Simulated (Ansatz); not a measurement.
Consider the hydrogenolysis of the Al–S bond: `C[O][AlH][SH]` + H₂ → `C[O][AlH2]` + H₂S.

Computed with Ansatz on PBE0-D4/def2-TZVP structures; ΔE is electronic, products minus reactants. CCSD(T)/CBS adds triple-zeta CCSD(T) − MP2 to the extrapolated MP2 energy (def2 sets, frozen cores). This one scheme is used for every species. DFT in def2-TZVPP. One conformer a species, not always the lowest.

Is it downhill or uphill in electronic energy at CCSD(T)/CBS, and by how much? (An estimate is asked.)

Ansatz gave: Uphill: ΔE = +100.4 kJ/mol.

What do these levels give: LDA (SPW92), PBE-D4, B97M-V, r2SCANh-D4, r2SCAN0-D4, ωB97X-V, BLYP, r2SCAN, LC-ωPBE, RPA@PBE/def2-TZVPP, MP2/def2-SVP, CCSD(T)/def2-SVP? (Estimate.)

Ansatz gave: LDA (SPW92) 98.3, PBE-D4 101.3, B97M-V 88.5, r2SCANh-D4 104.8, r2SCAN0-D4 103.3, ωB97X-V 94.4, BLYP 88.5, r2SCAN 104.4, LC-ωPBE 92.3, RPA@PBE/def2-TZVPP 88.5, MP2/def2-SVP 94.2, CCSD(T)/def2-SVP 86.0 kJ/mol.

What do rigid-rotor, harmonic-oscillator terms from PBE0-D4/def2-TZVP frequencies (298.15 K, 1 bar) make of the CCSD(T)/CBS value? (Best estimate.)

The calculation gave: ΔZPE = +5.0 kJ/mol, ΔH = +102.3 kJ/mol, ΔS = 23 J/(mol·K), ΔG = +95.5 kJ/mol. Modes under 50 cm⁻¹ make the entropy rough.

Largest T1 diagnostic among the species: 0.012.

The D4 term adds +7.8 kJ/mol with B3LYP and +4.4 kJ/mol with PBE0; it sums over pairs of atoms, weighted by their polarisabilities, and B3LYP, whose exchange is more repulsive, gets the larger term. Leaving LDA and LC-ωPBE aside and taking each functional with its dispersion term where it has one, the values, not all of them listed here, spread over 17.3 kJ/mol, from B97M-V to r2SCAN-D4.

B3LYP here is the variant with VWN-RPA as its local correlation; programs differ in this.
